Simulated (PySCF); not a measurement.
A GIAO shielding run with PySCF 2.14.0 with density-fitted response routines (density fitting, non-relativistic, gas phase) on `C[SiH2]O[SiH2]F`, CH₇FOSi₂:

```
$ OMP_NUM_THREADS=1 python probes_run.py task.json out

{"job": {"kind": "nmr", "xc": "PBE0", "basis": "cc-pVDZ", "pop": true}, "charge": 0, "multiplicity": 1}
C     -1.616993     0.693394     0.121336
Si    -0.791381    -0.774616    -0.682432
O      0.764531    -0.944728    -0.088649
Si     2.040110    -0.084963     0.469544
F      1.847589     1.466835     0.023231
H     -1.681637     0.558072     1.212291
H     -2.637452     0.836989    -0.266849
H     -1.037124     1.608155    -0.077694
H     -1.514306    -2.043577    -0.381578
H     -0.717455    -0.594365    -2.163086
H      3.293922    -0.584732    -0.145559
H      2.081516    -0.112060     1.954106
```

Hardware: 1 thread of an Arm Neoverse V1, shared host. The job also computes population analyses, field gradients.

Problem. How large is the calculation?

Solution. 58 electrons, 113 basis functions and 675 auxiliary functions.

Problem. How long does it take, and how much memory does it need?

Solution. 10 s of wall time, with 13 SCF cycles and 4 response iterations; peak memory 0.62 GiB. Times on a shared host scatter by some tens of per cent.

Problem. And these other runs on the same molecule and hardware: GIAO shielding at PBE0/6-311+G(2d,p); GIAO shielding at PBE0/6-31G*; GIAO shielding at PBE0/IGLO-III; GIAO shielding at PBE0/aug-cc-pVDZ; GIAO shielding at PBE0/cc-pVTZ; GIAO shielding at PBE0/def2-SVP?

Solution. PBE0/6-311+G(2d,p): 193 functions, 20 s; PBE0/6-31G*: 92 functions, 8.2 s; PBE0/IGLO-III: 263 functions, 40 s; PBE0/aug-cc-pVDZ: 186 functions, 22 s; PBE0/cc-pVTZ: 256 functions, 35 s; PBE0/def2-SVP: 113 functions, 9.2 s.
